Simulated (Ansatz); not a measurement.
Calculated with Ansatz (gas phase, PBE0-D4/def2-TZVP geometries, no zero-point term in ΔE). CCSD(T)/CBS adds triple-zeta CCSD(T) − MP2 to the extrapolated MP2 energy (def2 sets, frozen cores). DFT in def2-TZVPP. B3LYP here is the variant with VWN-RPA as its local correlation; programs differ in this. For Ge outer-core shells are correlated without core-valence functions, which leaves a few kJ/mol of doubt a bond. Scalar relativity is left out up to krypton. One conformer a species, not always the lowest.

`N[SiH2]N[SiH](N)F` + `[NH2][GeH2][O][SiH](N)F` → `N[Si@@H](F)O[Si@@H](N)F` + `N[SiH2][NH][GeH2][NH2]`  (redistribution)

| level | ΔE (kJ/mol) |
| --- | --- |
| r2SCAN-D4 | -7.3 |
| B3LYP | -16.9 |
| MP2/def2-TZVPP | -11.1 |
| MP2/def2-QZVPP | -13.0 |

Problem. What does CCSD(T)/CBS give? (Estimate.)

Solution. Ansatz gave: -13.4 kJ/mol. The listed levels differ from it by 6.1, -3.5, 2.3, 0.4 kJ/mol.

Largest T1 diagnostic among the species: 0.012.

In def2-TZVPP, CCSD(T) changes the Hartree–Fock value by +14.8 kJ/mol (the triples alone add +3.1 kJ/mol) and MP2 by +14.9 kJ/mol. The D4 term adds +8.7 kJ/mol with B3LYP and +4.7 kJ/mol with PBE0; it sums over pairs of atoms, weighted by their polarisabilities, and B3LYP, whose exchange is more repulsive, gets the larger term. From PBE to PBE0 (25 % exact exchange), in def2-TZVPP and without D4, ΔE moves by −3.1 kJ/mol.
